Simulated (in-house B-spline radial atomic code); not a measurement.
# BLYP excitations of As³⁺

Method: BLYP. Computed with a B-spline radial code for spherical atoms: linear response of the closed shell [Ar] 3d10 4s2 with the functional's adiabatic kernel; scalar-relativistic (spin-free one-electron X2C), finite nucleus, no spin-orbit coupling, no double excitations, S, P, D and F terms only; shells from n = 2 respond. Only terms of natural parity with L up to 3 were computed.

Command:
```bash
python run_td.py task.json out
```
Settings (radii: box in bohr, nucleus in fm):
```
Z                        33
electrons                30
configuration            [Ar] 3d10 4s2
hamiltonian              x2c
method                   b88,lyp
box_radius               23.08
rms_radius               4.0968
intervals                72
```

Run time, properties included: 1.5 s on 1 thread of Arm Neoverse N1 (shared host).

The lowest states, in the order of their Tamm-Dancoff energies; the method's threshold (minus the highest occupied level) is 44.53 eV. Labels give the largest channel, * marks a mixed state, and oscillator strengths are full-response dipole values. Semilocal kernels can invert the small singlet-triplet splittings of Rydberg terms. Energies in eV:

| state | full response | Tamm-Dancoff | oscillator strength |
| --- | --- | --- | --- |
| 4s → 4p 3P | 10.017 | 10.134 | - |
| 4s → 4p 1P | 14.419 | 15.046 | 1.63 |
| 4s → 4d 3D | 25.340 | 25.374 | - |
| 4s → 4d 1D | ? | ? | - |
| 4s → 5s 3S | 26.896 | 26.899 | - |
| 4s → 5s 1S | 27.692 | 27.725 | - |
| 4s → 5p 3P | ? | ? | - |
| 4s → 5p 1P | 30.82 | 30.88 | 0.0156 |
| 4s → 4f 3F | 34.67 | 34.68 | - |
| 4s → 4f 1F | 34.82 | 34.82 | - |

Task: Where does 4s → 4d 1D lie?

Result: At 26.539 eV in full response, 26.552 eV in Tamm-Dancoff.

Task: Where does 4s → 5p 3P lie?

Result: At 30.44 eV in full response, 30.45 eV in Tamm-Dancoff.

Task: How large is the singlet-triplet splitting of 4s → 4p (P terms) in Tamm-Dancoff?

Result: 4.91 eV, from the unrounded values.

Task: What polarisabilities and dispersion coefficient does the method give?

Result: Dipole 6.539 bohr³, quadrupole 14.46 bohr⁵, C6 20.39 hartree·bohr⁶ for two such species.
